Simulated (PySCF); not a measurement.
# What a mistake does to a calculation on AlB2H4O cation

Calculated results; nothing here was measured. The program is PySCF 2.14.0, an open-source quantum chemistry code, run on an isolated molecule that a program drew, which may never have been made. The molecule is AlB2H4O cation (charge +1, singlet), drawn as the SMILES string `O[B+][BH][AlH2]`.

Each row is a Hartree-Fock (HF) and frozen-core CCSD(T) single point in the cc-pV(D+d)Z basis, meant for a local HF minimum. Run 1 is clean. Each other run has one planted mistake out of seven kinds, and not every kind appears here: one electron removed, one electron added, multiplicity raised by two, geometry at a saddle point, minimal basis STO-3G, one bond length entered in bohr, all coordinates scaled. The reference is restricted for singlets and unrestricted otherwise, and also for a bond in bohr. Adding or removing an electron swaps singlet and doublet. Electrons count all cores. HOMO and LUMO are orbital energies over both spins, the gradient is its largest component, and the lowest frequency (negative if imaginary) is given only where the gradient is small. Bond lengths are over the 7 bonds as drawn. T1 is the CCSD diagnostic: over 0.02 (restricted) or 0.045 (unrestricted) a single reference is doubtful.

Geometry of the clean run:
```xyz
8
AlB2H4O cation, angstrom
O    -1.0851    1.1341    2.6909
B    -0.6410    0.7601    1.5906
B    -0.1991    0.3467    0.0068
Al   -1.2789    0.8745   -1.8282
H    -0.8076    1.0352    3.5991
H     0.8090   -0.2956   -0.0451
H    -2.3575   -0.1644   -2.2838
H    -0.8446    2.2263   -2.4875
```

```
run  electrons  basis functions  <S^2>  HOMO (eV)  LUMO (eV)  gradient (hartree/bohr)  lowest frequency (cm^-1)  mean bond (Å)  longest bond (Å)      T1  HF (hartree)  CCSD(T) (hartree)                     mistake
  1         34               85  0.000     -15.19      -4.96                  2.2e-05                       103         1.4879             2.194  0.0176    -368.21611         -368.65148                    no fault
  2         34               85  2.017     -13.65      -6.05                  7.3e-02                         -         1.4879             2.194  0.0197    -368.16183         -368.58503  multiplicity raised by two
  3         33               85  0.778     -20.91     -12.94                  6.0e-02                         -         1.4879             2.194  0.0260    -367.70067         -368.11457        one electron removed
  4         35               85  0.757      -6.77       1.59                  9.8e-02                         -         1.4879             2.194  0.0166    -368.43008         -368.88461          one electron added
  5         34               85  0.979     -12.39      -4.85                  9.1e-03                         -         1.6869             2.958  0.0429    -368.12420         -368.54688                           ?
  6         34               85  0.000     -15.34      -4.99                  4.2e-02                         -         1.4388             2.121  0.0167    -368.20795         -368.63996                           ?
```

**Which mistake was planted in run 5, and what did it cost?**

The mean bond changes by a factor of 1.134 and the longest by 1.348, so the molecule wasn't scaled as a whole. A length L in bohr read as angstrom grows by (1/0.5292 - 1) L = 0.890 L. The 7 bonds together grew by 7 x 0.1990 = 1.393 Å, which gives L = 1.566 Å. That is the length of one of the Al-H bonds, 1.565 Å in the clean geometry. So the mistake is: one bond length entered in bohr. Subtracting run 1 and multiplying by 627.51 kcal/mol a hartree, the energy moved by 57.7 kcal/mol in HF and 65.6 kcal/mol in CCSD(T).

**Which mistake was planted in run 6, and what did it cost?**

The mean and the longest bond both change by the same factor, 0.967, and the gradient is no longer small. So the mistake is: all coordinates scaled. Subtracting run 1 and multiplying by 627.51 kcal/mol a hartree, the energy moved by 5.1 kcal/mol in HF and 7.2 kcal/mol in CCSD(T).

